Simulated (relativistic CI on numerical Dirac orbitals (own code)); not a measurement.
**Ga²⁵⁺: sensitivity of the levels to the model**

Base calculation: Dirac-Coulomb-Breit CI, separate exchange-only KLI orbitals for each configuration, model QED, unscaled Slater integrals.

Configuration list (outside the closed core 1s2): 2s2 2p2, 2s 2p3, 2p4, 2p3 3s, 2p3 3p, 2p3 3d, 2s2 2p 3s, 2s2 2p 3p, 2s2 2p 3d, 2s 2p2 3s, 2s 2p2 3p, 2s 2p2 3d, 2s2 2p 4s, 2s2 2p 4p, 2s2 2p 4d, 2s2 2p 4f. Levels of other configurations are missing.

The lowest level and the first level of each name with at least 55 % of one term (blank where a level has no safe partner in the second run):

| Level | Base (eV) | Shift (eV) |
| --- | --- | --- |
| 2s2 2p2 3P_0 | 0.00 | 0.00 |
| 2s2 2p2 3P_1 | 23.12 | +0.73 |
| 2s2 2p2 3P_2 | 31.23 | +1.32 |
| 2s2 2p2 1D_2 | 61.13 | +1.76 |
| 2s2 2p2 1S_0 | 80.86 | +1.21 |
| 2s 2p3 5S°_2 | 94.56 | +0.69 |
| 2s 2p3 3D°_1 | 136.64 | +0.20 |
| 2s 2p3 3D°_2 | 139.58 | +0.54 |
| 2s 2p3 3D°_3 | 148.39 | +1.57 |
| 2s 2p3 3P°_0 | 165.98 | +0.44 |
| 2s 2p3 3P°_1 | 169.01 | +0.81 |
| 2s 2p3 3S°_1 | 190.65 | +0.64 |
| 2s 2p3 1D°_2 | 203.94 | +1.42 |
| 2s 2p3 1P°_1 | 228.30 | +1.34 |
| 2p4 3P_2 | 279.45 | +0.19 |
| 2p4 3P_0 | 297.97 | -0.11 |
| 2p4 3P_1 | 306.34 | +0.61 |
| 2p4 1D_2 | 317.82 | +1.05 |
| 2p4 1S_0 | 361.54 | +0.96 |
| 2s2 2p 3s 3P°_0 | 1429.68 | +1.69 |
| 2s2 2p 3s 3P°_1 | 1431.17 | +1.76 |
| 2s2 2p 3p 3D_1 | 1457.58 | +1.52 |

At this charge energies of transitions that change n are usually good to better than 1 %, and those within a shell (Δn = 0) to a few per cent.

(1) One thing was changed in a second run, which moved the levels as shown. Which?
A. valence Slater integrals scaled by 0.9
B. configuration mixing switched off
C. QED terms removed
D. Breit term removed

Results:

(1) D. Breit term removed. The Breit term mainly narrows fine-structure intervals, so removing it widens them.

LS names give the leading component of a level, which can be under half, so a name can repeat, a term be missing and a line seem to break the LS rules.
